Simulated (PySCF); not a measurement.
C$_{7}$H$_{7}$ (SMILES [C]1=CC2C=CC1C2), doublet, at a GFN2-xTB geometry; R2SCAN/STO-3G (PySCF).

Here is a job for PySCF.
```python
from pyscf import gto, scf, dft

mol = gto.Mole()
mol.atom = '''
    C     1.09680634   -0.69203971    0.74283602
    C     1.46511471   -0.16542108   -0.39694795
    C     0.25715990    0.70668960   -0.82393668
    C    -0.86545773   -0.27256305   -1.11809504
    C    -1.19325300   -0.85620363    0.02657574
    C    -0.30187962   -0.26459932    1.10797380
    C    -0.19812854    1.18160991    0.57202127
    H     2.35681440   -0.27313925   -0.97806664
    H     0.47183494    1.45696776   -1.57983187
    H    -1.25589036   -0.44934320   -2.10207177
    H    -1.91225754   -1.63132774    0.20914197
    H    -0.61524824   -0.41222483    2.13605884
    H     0.54860400    1.78133171    1.09066769
    H    -1.15602971    1.70289907    0.56153867
'''
mol.basis = 'sto-3g'
mol.spin = 1
mol.verbose = 4
mol.build()

mf = dft.UKS(mol)
mf.xc = 'r2scan'
mf.kernel()
mf.analyze()
```

Task: Write the output that PySCF gives for this input, abridged.

Result: 
```
PySCF version 2.14.0

[INPUT] verbose = 4
[INPUT] num. atoms = 14
[INPUT] num. electrons = 49
[INPUT] charge = 0
[INPUT] spin (= nelec alpha-beta = 2S) = 1
[INPUT] symmetry False subgroup None
[INPUT] Mole.unit = angstrom
[INPUT] Symbol           X                Y                Z      unit          X                Y                Z       unit  Magmom
[INPUT]  1 C      1.096806340000  -0.692039710000   0.742836020000 AA    2.072663594287  -1.307765519223   1.403756633262 Bohr   0.0
[INPUT]  2 C      1.465114710000  -0.165421080000  -0.396947950000 AA    2.768665542972  -0.312600536430  -0.750122911208 Bohr   0.0
[INPUT]  3 C      0.257159900000   0.706689600000  -0.823936680000 AA    0.485961781221   1.335449799078  -1.557014669183 Bohr   0.0
[INPUT]  4 C     -0.865457730000  -0.272563050000  -1.118095040000 AA   -1.635478082088  -0.515069516176  -2.112893406835 Bohr   0.0
[INPUT]  5 C     -1.193253000000  -0.856203630000   0.026575740000 AA   -2.254921367316  -1.617990367558   0.050220870158 Bohr   0.0
[INPUT]  6 C     -0.301879620000  -0.264599320000   1.107973800000 AA   -0.570469804388  -0.500020247546   2.093767035194 Bohr   0.0
[INPUT]  7 C     -0.198128540000   1.181609910000   0.572021270000 AA   -0.374408678060   2.232919115972   1.080963537726 Bohr   0.0
[INPUT]  8 H      2.356814400000  -0.273139250000  -0.978066640000 AA    4.453733742431  -0.516158376369  -1.848278081174 Bohr   0.0
[INPUT]  9 H      0.471834940000   1.456967760000  -1.579831870000 AA    0.891638812601   2.753270038721  -2.985449557159 Bohr   0.0
[INPUT] 10 H     -1.255890360000  -0.449343200000  -2.102071770000 AA   -2.373288822881  -0.849135583936  -3.972339939480 Bohr   0.0
[INPUT] 11 H     -1.912257540000  -1.631327740000   0.209141970000 AA   -3.613643030235  -3.082762648006   0.395221044452 Bohr   0.0
[INPUT] 12 H     -0.615248240000  -0.412224830000   2.136058840000 AA   -1.162650672221  -0.778992030445   4.036566193556 Bohr   0.0
[INPUT] 13 H      0.548604000000   1.781331710000   1.090667690000 AA    1.036711310841   3.366229068903   2.061063227012 Bohr   0.0
[INPUT] 14 H     -1.156029710000   1.702899070000   0.561538670000 AA   -2.184579543760   3.218012860077   1.061154294653 Bohr   0.0

nuclear repulsion = 280.202582987836
number of shells = 28
number of NR pGTOs = 126
number of NR cGTOs = 42
basis = sto-3g
ecp = {}

******** <class 'pyscf.dft.uks.UKS'> ********
method = UKS
initial guess = minao
damping factor = 0
level_shift factor = 0
DIIS = <class 'pyscf.scf.diis.CDIIS'>
diis_start_cycle = 1
diis_space = 8
diis_damp = 0
SCF conv_tol = 1e-09
SCF conv_tol_grad = None
SCF max_cycles = 50
direct_scf = True
direct_scf_tol = 1e-13
number electrons alpha = 25  beta = 24
XC library pyscf.dft.libxc version 7.1.2
    S. Lehtola, C. Steigemann, M. J. T. Oliveira, and M. A. L. Marques,  SoftwareX 7, 1–5 (2018)
XC functionals = r2scan
    J. W. Furness, A. D. Kaplan, J. Ning, J. P. Perdew, and J. Sun,  J. Phys. Chem. Lett. 11, 8208–8215 (2020)
    J. W. Furness, A. D. Kaplan, J. Ning, J. P. Perdew, and J. Sun,  J. Phys. Chem. Lett. 11, 9248–9248 (2020)
    J. W. Furness, A. D. Kaplan, J. Ning, J. P. Perdew, and J. Sun,  J. Phys. Chem. Lett. 11, 8208–8215 (2020)
    J. W. Furness, A. D. Kaplan, J. Ning, J. P. Perdew, and J. Sun,  J. Phys. Chem. Lett. 11, 9248–9248 (2020)
radial grids:
    Treutler-Ahlrichs [JCP 102, 346 (1995); DOI:10.1063/1.469408] (M4) radial grids

becke partition: Becke, JCP 88, 2547 (1988); DOI:10.1063/1.454033
pruning grids: <function nwchem_prune>
grids dens level: 3
symmetrized grids: False
atomic radii adjust function: <function treutler_atomic_radii_adjust>
small_rho_cutoff = 0
Set gradient conv threshold to 3.16228e-05
tot grids = 167488
init E= -268.454747397528

cycle= 1 E= -267.352060807835  delta_E=  1.1  |g|= 0.119  |ddm|= 3.72
cycle= 2 E= -267.362231895086  delta_E= -0.0102  |g|= 0.087  |ddm|= 0.357
cycle= 3 E= -267.367056408806  delta_E= -0.00482  |g|= 0.0275  |ddm|= 0.145
cycle= 4 E= -267.367390548316  delta_E= -0.000334  |g|= 0.0234  |ddm|= 0.0648
cycle= 5 E= -267.367820148099  delta_E= -0.00043  |g|= 0.0089  |ddm|= 0.0392
cycle= 6 E= -267.367947299954  delta_E= -0.000127  |g|= 0.00554  |ddm|= 0.0253
cycle= 7 E= -267.368021209997  delta_E= -7.39e-05  |g|= 0.00449  |ddm|= 0.0242
cycle= 8 E= -267.368066359744  delta_E= -4.51e-05  |g|= 0.00096  |ddm|= 0.0232
cycle= 9 E= -267.368070211548  delta_E= -3.85e-06  |g|= 0.000232  |ddm|= 0.0089
cycle= 10 E= -267.368070266619  delta_E= -5.51e-08  |g|= 0.000132  |ddm|= 0.000782
cycle= 11 E= -267.368070281944  delta_E= -1.53e-08  |g|= 2.51e-05  |ddm|= 0.000287
cycle= 12 E= -267.368070283481  delta_E= -1.54e-09  |g|= 1.56e-05  |ddm|= 0.000101
cycle= 13 E= -267.368070284088  delta_E= -6.07e-10  |g|= 9.39e-06  |ddm|= 5.59e-05
Extra cycle  E= -267.368070284382  delta_E= -2.95e-10  |g|= 9.56e-06  |ddm|= 4.4e-05
converged SCF energy = -267.368070284382  <S^2> = 0.78151608  2S+1 = 2.0312716
**** SCF Summaries ****
Total Energy =                        -267.368070284382497
Nuclear Repulsion Energy =             280.202582987835740
One-electron Energy =                 -916.456447698984675
Two-electron Energy =                  368.885794426766438
Two-electron Coulomb Energy =          409.414891941818610
DFT Exchange-Correlation Energy =      -40.529097515052179
**** MO energy ****
                             alpha | beta                alpha | beta
MO #1   energy= -9.88236927216688  | -9.88214967264251  occ= 1 | 1
MO #2   energy= -9.88000888537703  | -9.8786574079064   occ= 1 | 1
MO #3   energy= -9.8710212280166   | -9.87073670648668  occ= 1 | 1
MO #4   energy= -9.83599355315949  | -9.83593514586783  occ= 1 | 1
MO #5   energy= -9.83560152396101  | -9.83546204114138  occ= 1 | 1
MO #6   energy= -9.82276993006624  | -9.82553685540626  occ= 1 | 1
MO #7   energy= -9.81927001469471  | -9.80190924949189  occ= 1 | 1
MO #8   energy= -0.825671312856299 | -0.819589863745014 occ= 1 | 1
MO #9   energy= -0.671927683844002 | -0.664918772534854 occ= 1 | 1
MO #10  energy= -0.643182794121239 | -0.639738275601914 occ= 1 | 1
MO #11  energy= -0.62703350972951  | -0.620109272599006 occ= 1 | 1
MO #12  energy= -0.499735783811783 | -0.497473199532223 occ= 1 | 1
MO #13  energy= -0.481622162770062 | -0.476404748265544 occ= 1 | 1
MO #14  energy= -0.456437872787482 | -0.454267785741802 occ= 1 | 1
MO #15  energy= -0.426717505159398 | -0.422814761921244 occ= 1 | 1
MO #16  energy= -0.3869744694542   | -0.369808448268149 occ= 1 | 1
MO #17  energy= -0.334548056619181 | -0.326779599572605 occ= 1 | 1
MO #18  energy= -0.318766777219129 | -0.314712578859569 occ= 1 | 1
MO #19  energy= -0.305659288061027 | -0.301263155928271 occ= 1 | 1
MO #20  energy= -0.281870995711792 | -0.276228201975001 occ= 1 | 1
MO #21  energy= -0.278404524644018 | -0.272872465818564 occ= 1 | 1
MO #22  energy= -0.267317471607001 | -0.264654549075795 occ= 1 | 1
MO #23  energy= -0.172310839432972 | -0.165745660785965 occ= 1 | 1
MO #24  energy= -0.149620986817814 | -0.131842006911967 occ= 1 | 1
MO #25  energy= -0.13914291596134  | 0.00995531966666718 occ= 1 | 0
MO #26  energy= 0.0740327371034308 | 0.0863906317750274 occ= 0 | 0
MO #27  energy= 0.132315555137063  | 0.147472999492975  occ= 0 | 0
MO #28  energy= 0.320048546411174  | 0.330335044494223  occ= 0 | 0
MO #29  energy= 0.328901185548303  | 0.331213032035738  occ= 0 | 0
MO #30  energy= 0.34406189618138   | 0.347345947967985  occ= 0 | 0
MO #31  energy= 0.357001144511642  | 0.359458808765041  occ= 0 | 0
MO #32  energy= 0.401937900088723  | 0.405104226274965  occ= 0 | 0
MO #33  energy= 0.411322027078712  | 0.413177354252627  occ= 0 | 0

To work with the spin densities directly, `use mulliken_meta_spin()` only printing them here.

 ** Mulliken spin pop alpha/beta on meta-lowdin orthogonal AOs **
 ** Mulliken Spin Density (per AO)  **
spin_pop of  0 C 1s       -0.00000
spin_pop of  0 C 2s        0.20135
spin_pop of  0 C 2px       0.22271
spin_pop of  0 C 2py       0.38289
spin_pop of  0 C 2pz       0.26699
spin_pop of  1 C 1s        0.00001
spin_pop of  1 C 2s       -0.01568
spin_pop of  1 C 2px      -0.03760
spin_pop of  1 C 2py      -0.10792
spin_pop of  1 C 2pz      -0.03853
spin_pop of  2 C 1s        0.00000
spin_pop of  2 C 2s        0.01235
spin_pop of  2 C 2px       0.03887
spin_pop of  2 C 2py       0.01388
spin_pop of  2 C 2pz       0.00744
spin_pop of  3 C 1s       -0.00000
spin_pop of  3 C 2s       -0.00085
spin_pop of  3 C 2px       0.00389
spin_pop of  3 C 2py       0.01021
spin_pop of  3 C 2pz       0.00079
spin_pop of  4 C 1s        0.00000
spin_pop of  4 C 2s        0.00122
spin_pop of  4 C 2px      -0.00345
spin_pop of  4 C 2py      -0.00123
spin_pop of  4 C 2pz       0.00427
spin_pop of  5 C 1s        0.00000
spin_pop of  5 C 2s       -0.00101
spin_pop of  5 C 2px       0.00638
spin_pop of  5 C 2py      -0.00113
spin_pop of  5 C 2pz      -0.00267
spin_pop of  6 C 1s        0.00000
spin_pop of  6 C 2s        0.00403
spin_pop of  6 C 2px      -0.00077
spin_pop of  6 C 2py       0.01283
spin_pop of  6 C 2pz      -0.00332
spin_pop of  7 H 1s        0.01536
spin_pop of  8 H 1s        0.00126
spin_pop of  9 H 1s       -0.00007
spin_pop of  10 H 1s        0.00032
spin_pop of  11 H 1s        0.00559
spin_pop of  12 H 1s       -0.00061
spin_pop of  13 H 1s        0.00221
 ** Mulliken Spin Density (per atom)  **
spin density of  0 C =      1.07394
spin density of  1 C =     -0.19972
spin density of  2 C =      0.07254
spin density of  3 C =      0.01403
spin density of  4 C =      0.00081
spin density of  5 C =      0.00157
spin density of  6 C =      0.01277
spin density of  7 H =      0.01536
spin density of  8 H =      0.00126
spin density of  9 H =     -0.00007
spin density of  10 H =      0.00032
spin density of  11 H =      0.00559
spin density of  12 H =     -0.00061
spin density of  13 H =      0.00221
 ** Mulliken pop alpha/beta on meta-lowdin orthogonal AOs **
 ** Mulliken pop       alpha | beta **
In total            25.00000 | 24.00000
 ** Mulliken atomic charges   ( Nelec_alpha | Nelec_beta ) **
charge of  0C =     -0.00678  (     3.54036      2.46642 )
charge of  1C =     -0.10654  (     2.95341      3.15313 )
charge of  2C =     -0.01486  (     3.04370      2.97116 )
charge of  3C =     -0.06794  (     3.04099      3.02696 )
charge of  4C =     -0.06882  (     3.03481      3.03400 )
charge of  5C =     -0.02927  (     3.01542      3.01385 )
charge of  6C =     -0.05529  (     3.03403      3.02126 )
charge of  7H =      0.05689  (     0.47924      0.46388 )
charge of  8H =      0.04550  (     0.47788      0.47662 )
charge of  9H =      0.05350  (     0.47322      0.47329 )
charge of  10H =      0.05376  (     0.47328      0.47296 )
charge of  11H =      0.04980  (     0.47789      0.47231 )
charge of  12H =      0.04569  (     0.47685      0.47746 )
charge of  13H =      0.04436  (     0.47893      0.47671 )
Dipole moment(X, Y, Z, Debye): -0.39083,  0.45314, -0.11070
```
